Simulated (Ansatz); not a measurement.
Geometry optimisation, RKS BLYP/def2-SVP (Ansatz).

input.yaml

```yaml
crystal:
  periodic: [false, false, false]
  atoms:
    - { symbol: Si, position_ang: [0.0, 0.0, 0.0] }
    - { symbol: Cl, position_ang: [0.0, 0.0, 2.13] }
    - { symbol: Cl, position_ang: [2.0086, 0.0, -0.7093] }
    - { symbol: "N", position_ang: [-0.8572, 1.4851, -0.6061] }
    - { symbol: H, position_ang: [-1.8773, 1.43, -0.8888] }
    - { symbol: H, position_ang: [-0.3367, 2.4058, -0.6766] }
    - { symbol: "N", position_ang: [-0.8572, -1.4851, -0.6061] }
    - { symbol: H, position_ang: [-1.3922, -2.1014, 0.0704] }
    - { symbol: H, position_ang: [-0.8219, -1.7344, -1.6357] }
basis:
  gaussian: { orbitals: def2-SVP }
hamiltonian:
  xc: blyp
relax:
  f_tol: 0.02
  max_steps: 40
```

Run as:

```bash
$ ansatz run input.yaml --threads 4 --pin off --max-ram 5120MiB --backend cpu --events-out ev --progress --plain --runs-dir out
```

Question: Where does it end, and by what steps?

Answer: It converged. After 5 steps the energy has fallen by 0.583 eV; H8 moved furthest, 0.50 Å.

| step | energy less start (eV) | largest force component (eV/Å) | accepted |
| --- | --- | --- | --- |
| 0 | 0.0000 | 1.848 | yes |
| 1 | -0.3932 | 0.966 | yes |
| 2 | -0.5255 | 1.039 | yes |
| 3 | -0.5720 | 0.255 | yes |
| 4 | -0.5807 | 0.085 | yes |
| 5 | -0.5830 | 0.017 | yes |

```xyz
9
Properties=species:S:1:pos:R:3
Si -0.104 0.003 -0.043
Cl -0.174 -0.066 2.060
Cl 1.934 0.083 -0.562
N -0.797 1.388 -0.797
H -1.794 1.579 -0.658
H -0.254 2.254 -0.842
N -0.981 -1.392 -0.547
H -0.922 -2.245 0.014
H -1.043 -1.604 -1.547
```

Whether the end is a true minimum wasn't checked by a vibrational analysis.

Run time: 7.9 s on 4 threads of Arm Neoverse V1, on a shared host, peak memory 0.15 GiB.
